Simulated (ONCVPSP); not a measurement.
**Reading a pseudo-wave (titanium)**

Columns: radius, all-electron u(r) and pseudo u(r) of the 3d shell (level -11.29 eV) of titanium in the configuration [Ne] 3s2 3p6 3d2 4s1; revPBE, scalar-relativistic, ONCV scheme, ONCVPSP 4.0.1.

```tsv
r (bohr)	all-electron	pseudo
0.098	0.0307	0.0042
0.195	0.1375	0.0315
0.292	0.2806	0.0973
0.390	0.4239	0.2062
0.488	0.5465	0.3478
0.585	0.6421	0.5012
0.682	0.7120	0.6453
0.780	0.7577	0.7619
0.878	0.7822	0.8381
0.975	0.7898	0.8717
1.072	0.7848	0.8696
1.170	0.7704	0.8421
1.268	0.7493	0.8011
1.365	0.7240	0.7562
1.463	0.6955	0.7125
1.560	0.6657	0.6731
1.658	0.6347	0.6372
1.755	0.6040	0.6045
1.852	0.5736	0.5737
1.950	0.5436	0.5436
2.047	0.5148	0.5148
2.145	0.4868	0.4868
2.242	0.4602	0.4601
2.340	0.4344	0.4344
2.438	0.4099	0.4098
2.535	0.3867	0.3867
```

(1) How many radial nodes do the two functions have?

(2) At about which radius was the pseudo-wave matched?

(3) Where does each function peak?

(4) Is the pseudo-wave norm-conserving?

Answers

(1) The all-electron 3d function has n − l − 1 = 0; the pseudo-wave has 0.

(2) 1.95 bohr. The columns agree to 0.0005 from 1.85 bohr on; several derivatives are matched, so the curves merge somewhat inside the radius.

(3) Outermost all-electron maximum near 0.97 bohr, pseudo maximum near 0.97 bohr (to the table’s step).

(4) Yes: the ONCV scheme keeps the norm inside the radius equal to the all-electron one, which fixes the energy derivative of the logarithmic derivative at the level.
